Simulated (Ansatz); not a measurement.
`[Cl][InH]` radical. The species carries charge 0 and has multiplicity 2. In takes the def2 core potential.

```xyz
3

Cl   -0.5485    1.1109   -1.4474
In   -0.2472    0.1608    0.6972
H     0.7957   -1.2717    0.7501
```

What are the harmonic wavenumbers in cm⁻¹ at PBE0-D4/def2-TZVP (Ansatz, finite differences of forces, unscaled)? (Best estimate.)

Computed: 335, 411, 1550.

Is this a minimum?

Yes, all 3 modes are real.

Give the ideal-gas thermochemistry at 298.15 K and 1 bar (rigid rotor, harmonic oscillator; point group Cs, symmetry number 1).

Zero-point energy 13.7 kJ/mol; H(298) − E = 25.4 kJ/mol; entropy 280.6 J/(mol·K), of which translation 171.5, rotation 94.3, vibration 9.1, electronic 5.8; G(298) − E = -58.2 kJ/mol.

And at 400, 500, 600, 800 and 1000 K?


```json
{"T (K)": "400", "H − E (kJ/mol)": "30.3", "S (J/mol/K)": "294.5", "G − E (kJ/mol)": "-87.5"}
{"T (K)": "500", "H − E (kJ/mol)": "35.2", "S (J/mol/K)": "305.6", "G − E (kJ/mol)": "-117.6"}
{"T (K)": "600", "H − E (kJ/mol)": "40.3", "S (J/mol/K)": "314.9", "G − E (kJ/mol)": "-148.6"}
{"T (K)": "800", "H − E (kJ/mol)": "50.9", "S (J/mol/K)": "330.1", "G − E (kJ/mol)": "-213.2"}
{"T (K)": "1000", "H − E (kJ/mol)": "61.8", "S (J/mol/K)": "342.2", "G − E (kJ/mol)": "-280.4"}
```
